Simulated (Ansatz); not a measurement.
Wavefunction ladder for C₄H₉AlClN (`CC#[N+][Al-]([CH3])([CH3])[Cl]`)

```xyz
16

C    -0.3267   -1.7237   -2.8538
C    -0.1415   -1.0615   -1.5871
N     0.0102   -0.5444   -0.5794
Al    0.3505    0.2487    1.2624
C     1.5407    1.7438    0.8334
C    -1.4751    0.5344    1.9119
Cl    1.3426   -1.4711    2.1070
H    -0.5343   -0.9852   -3.6297
H     0.5795   -2.2745   -3.1115
H    -1.1639   -2.4201   -2.7836
H     1.0515    2.4911    0.1995
H     1.8601    2.2591    1.7452
H     2.4491    1.4126    0.3212
H    -1.4662    0.9251    2.9347
H    -2.0215    1.2590    1.2985
H    -2.0550   -0.3932    1.9314
```

The species carries charge 0 and has multiplicity 1. The geometry is a stationary point of PBE0-D4/def2-TZVP. Frozen core, restricted reference, the Gaussian-basis code of Ansatz.

```json
{"basis": "def2-SVP", "HF (Eh)": "-912.31675", "MP2 corr.": "-0.91200"}
{"basis": "def2-TZVPP", "HF (Eh)": "-912.79725", "MP2 corr.": "-1.14406"}
{"basis": "def2-QZVPP", "HF (Eh)": "-912.82667", "MP2 corr.": "-1.22625"}
```

Question: Estimate the CCSD correlation energy and the (T) correction in each basis where they were run (hartree).

Answer: 
| basis | CCSD corr. | (T) |
| --- | --- | --- |
| def2-SVP | -0.98250 | -0.03003 |
